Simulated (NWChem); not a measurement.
# Correlation energy of Mg

```
Mg
```
Charge 0, spin multiplicity 1.

All runs are NWChem calculations.

Basis set: def2-TZVP. Each correlation energy counts from its own Hartree-Fock reference.

```json
[
 {"method": "CR-CCSD(T)", "correlation energy (mHa)": "-32.7"},
 {"method": "SCS-MP2", "correlation energy (mHa)": "-26.1"},
 {"method": "CR-CCSD[T]", "correlation energy (mHa)": "-32.7"},
 {"method": "MP2", "correlation energy (mHa)": "-21.7"},
 {"method": "CCSDT", "correlation energy (mHa)": "-32.7"},
 {"method": "CCSD", "correlation energy (mHa)": "-32.7"}
]
```

The values span 11.0 mHa, from CCSD (lowest) to MP2 (highest). 

The correlated methods keep 5 core orbitals frozen. Coupled-cluster values serve here as a point of comparison, not as the truth.
